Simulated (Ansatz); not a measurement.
PBE exchange is replaced step by step with exact exchange (0 % is PBE, 25 % PBE0; no dispersion term), basis def2-SVP, Ansatz. System: In5⁺. Charge 1, multiplicity 1. Geometry: PBE-D4/def2-SVP.

Geometry of the singlet:

Cartesian coordinates in Å:
```
In -2.899 -0.592 -0.970
In -1.145 -1.915 1.271
In 0.921 0.167 0.326
In 3.882 0.830 1.259
In -0.759 1.509 -1.886
```

In the def2 sets In takes a core potential; there is no spin–orbit coupling. The restricted singlet is unstable towards broken spin symmetry at other levels; at PBE-D4/def2-SVP, PBE with 10 % exact exchange/def2-SVP, PBE with 15 % exact exchange/def2-SVP, PBE0-D4/def2-SVP and others this wasn't settled. The geometry of the singlet was relaxed on an unsound state (restricted singlet, unstable towards broken spin symmetry at other levels and untested here). At PBE0-D4/def2-TZVP a triplet of charge 1 lies 0.24 eV below the restricted singlet, each at its own geometry. The structure comes from a short search, and lower isomers may exist.

```tsv
exact exchange (%)	HOMO (eV)	LUMO (eV)	gap (eV)
0	-7.34	-7.16	0.18
10	-7.54	-6.89	0.65
15	-7.65	-6.76	0.89
25	-7.86	-6.50	1.36
```

Q: Estimate the row for 40 %.

A: 
| exact exchange (%) | HOMO (eV) | LUMO (eV) | gap (eV) |
| --- | --- | --- | --- |
| 40 | -8.18 | -6.12 | 2.06 |
